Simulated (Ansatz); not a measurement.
```yaml
crystal:
  periodic: [false, false, false]
  atoms:
    - {symbol: C, position_ang: [0.122230, 1.455809, 2.300614]}
    - {symbol: O, position_ang: [0.115351, 1.168215, 0.940012]}
    - {symbol: Hf, position_ang: [0.072756, 0.599570, -0.873874]}
    - {symbol: F, position_ang: [1.483551, 1.500713, -1.809276]}
    - {symbol: Se, position_ang: [-2.259211, 1.164310, -1.895810]}
    - {symbol: O, position_ang: [0.248612, -1.281379, -1.066114]}
    - {symbol: C, position_ang: [0.456052, -2.657904, -1.055465]}
    - {symbol: H, position_ang: [-0.865956, 1.801727, 2.618898]}
    - {symbol: Xx, position_ang: [0.381669, 0.565570, 2.882104]}
    - {symbol: H, position_ang: [0.853342, 2.239947, 2.519680]}
    - {symbol: H, position_ang: [-2.145643, 2.545900, -1.400473]}
    - {symbol: H, position_ang: [0.701160, -3.010887, -2.061319]}
    - {symbol: H, position_ang: [-0.445405, -3.174837, -0.713601]}
    - {symbol: H, position_ang: [1.281482, -2.916745, -0.385374]}
basis:
  gaussian: {orbitals: def2-mTZVP, nuclear_model: gaussian}
total_charge: -1
magnetization: {spin_polarized: true, initial_magnetization: 1}
hamiltonian: {xc: {name: SPW92}}
scf: {lower_state_search: full}
output: {forces: true}
```

```sh
$ ansatz run in.yaml --threads 2 --pin off --events-out ev --progress --plain --max-ram 22528MiB --backend cpu
```

It prints (some lines left out):

```
Error: YAML parse error: error: line 12 column 16: `Xx` is not an element symbol (H … Og, case-exact)
10 |     - {symbol: C, position_ang: [0.456052, -2.657904, -1.055465]}
11 |     - {symbol: H, position_ang: [-0.865956, 1.801727, 2.618898]}
12 |     - {symbol: Xx, position_ang: [0.381669, 0.565570, 2.882104]}
13 |     - {symbol: H, position_ang: [0.853342, 2.239947, 2.519680]}
14 |     - {symbol: H, position_ang: [-2.145643, 2.545900, -1.400473]}
```

In this input an element symbol is wrong. The program refused the input.
